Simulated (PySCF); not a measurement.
## Ionisation energy of Tl by level of theory

Tl [Xe] 4f14 5d10 6s2 6p1 (2P) → Tl⁺ [Xe] 4f14 5d10 6s2 (1S), as a difference of total energies. Calculation: PySCF 2.14, in ANO-RCC-VTZP; scalar relativity by spin-free X2C-1e. Correlated levels: valence: [Xe] 4f14 5d10 frozen. The calculations carry no spin-orbit coupling.

| method | ionisation energy (eV) |
| --- | --- |
| UHF | 4.995 |
| MP2 (valence) | 5.158 |
| SCS-MP2 (valence) | 5.140 |
| CCSD (valence) | 5.203 |
| CCSD(T) (valence) | 5.214 |

Question: How much does correlation contribute at CCSD(T) (valence)?

Answer: 5.214 − (4.995) = 0.219 eV, measured against UHF.

A first-order spin-orbit estimate (lowest level to lowest level, LS coupling) adds 0.544 eV.

Errors of the correlated levels include the incompleteness of this basis and the frozen core.

For comparison: 6.108 eV (measured; NIST Atomic Spectra Database, ionization energies).
